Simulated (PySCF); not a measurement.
Compound: Ge2H6Se.
Z-matrix (Å and degrees, PBE0-D3(BJ)/def2-SVP geometry), rows numbered from 1:
```
Ge
Se  1  2.3581
Ge  2  2.3571  1   95.44
H   1  1.5389  2  110.00  3    63.06
H   1  1.5354  2  106.11  3  -177.37
H   1  1.5396  2  110.25  3   -57.64
H   3  1.5389  2  110.15  1   -63.99
H   3  1.5350  2  105.71  1   176.47
H   3  1.5397  2  110.11  1    57.01
```

Theory: EOM-IP-CCSD/aug-cc-pVDZ in PySCF, restricted Hartree–Fock reference, frozen core, non-relativistic, gas phase, PBE0-D3(BJ)/def2-SVP geometry.

Hartree–Fock orbital energies give these Koopmans values (eV): HOMO 9.34, HOMO-1 10.94, HOMO-2 11.53, HOMO-3 12.99, HOMO-4 13.29, HOMO-5 13.63, HOMO-6 13.67, HOMO-7 19.05.

Task: What vertical ionisation energies does EOM-IP-CCSD give?

Result: 
| leading hole (HF orbital) | Koopmans (eV) | EOM-IP-CCSD (eV) | change (eV) | one-hole share |
| --- | --- | --- | --- | --- |
| HOMO | 9.34 | 8.71 | -0.63 | 0.95 |
| HOMO-1 | 10.94 | 10.39 | -0.55 | 0.95 |
| HOMO-2 | 11.53 | 10.96 | -0.57 | 0.95 |
| HOMO-3 | 12.99 | 12.18 | -0.81 | 0.94 |
| HOMO-4 | 13.29 | 12.47 | -0.82 | 0.94 |
| HOMO-5 | 13.63 | 12.74 | -0.89 | 0.93 |
| HOMO-6 | 13.67 | 12.84 | -0.83 | 0.93 |
| HOMO-7 | 19.05 | 17.12 | -1.93 | 0.83 |

Task: Does the order of the lines follow the orbital energies?

Result: Yes, no two lines change places. The corrections run from -1.93 to -0.55 eV, with a mean of -0.88 eV over the 8 lines; no line lies above its Koopmans value.

Task: At what kinetic energies would He II light (40.81 eV) eject these electrons?

Result: 32.10 eV (HOMO), 30.42 eV (HOMO-1), 29.85 eV (HOMO-2), 28.63 eV (HOMO-3), 28.34 eV (HOMO-4), 28.07 eV (HOMO-5), 27.97 eV (HOMO-6), 23.69 eV (HOMO-7).

Task: What total energy has the lowest final state, and which wavelength reaches it?

Result: E(CCSD) + ionisation energy = -6554.46966 + 0.31999 = -6554.14967 Eh, at the geometry of the initial state. The threshold wavelength is 1239.84 eV nm/8.71 eV = 142.3 nm.

Lines less than 0.15 eV apart could change places at a higher level. One root was sought for each valence orbital with −ε under 21 eV, eight at most, so deeper holes and satellites are missing; no vibrational structure.

On one thread of an Arm Neoverse V1, on a shared host, this took 9.9 min wall and 2.8 GiB of memory at its peak.
